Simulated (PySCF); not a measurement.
Working out the ionisation energy of Cl⁺

Cl⁺ [Ne] 3s2 3p4 (3P) → Cl²⁺ [Ne] 3s2 3p3 (4S). All numbers are calculated (PySCF 2.14, no relativity, point nucleus, in def2-TZVPPD (6s6p4d1f, 51 functions)). Frozen: [Ne]. Energies in hartree (1 hartree = 27.21139 eV):

| part | Cl⁺ (lower) | Cl²⁺ (upper) |
| --- | --- | --- |
| UHF | -459.044585 | -458.214838 |
| CCSD correlation | -0.149230 | -0.117067 |
| (T) | -0.004443 | -0.003361 |

Q: What does Hartree-Fock give?

A: (-458.214838) − (-459.044585) = 0.829747 hartree = 22.579 eV.

Q: What do CCSD and CCSD(T) give?

A: The CCSD correlation energies differ by 0.032163 hartree = 0.875 eV and the triples by 0.001082 hartree = 0.029 eV, so CCSD gives 23.454 eV and CCSD(T) 23.483 eV.

Measured between the centres of the two terms (NIST): 23.771 eV, so CCSD(T) (valence) is off by -0.288 eV.

What remains against the reference includes basis incompleteness, the frozen core and higher excitations.
